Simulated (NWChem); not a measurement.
Correlation energy of Sb (-1)

SMILES: [Sb-]
```xyz
1

Sb     0.0000     0.0000     0.0000
```
Charge -1, spin multiplicity 3.

Everything below was run with NWChem.

Basis set: def2-SVPD. Each correlation energy counts from its own Hartree-Fock reference.

Effective core potentials replace the inner electrons of Sb; spin-orbit coupling is left out. The correlated methods keep 4 core orbitals frozen. The stability of the SCF solutions was not checked. Open-shell Hartree-Fock references start from PBE0 orbitals. Coupled-cluster values serve here as a point of comparison, not as the truth.

Order these methods by the correlation energy they give, lowest first: UMP2, SCS-UMP2, CCSD on UHF, CCSD[T] on UHF, CCSD on ROHF, CCSD[T] on ROHF.

CCSD[T] on ROHF (-105.8 mHa), CCSD on ROHF (-103.2 mHa), CCSD[T] on UHF (-102.1 mHa), CCSD on UHF (-99.7 mHa), UMP2 (-85.7 mHa), SCS-UMP2 (-80.5 mHa)
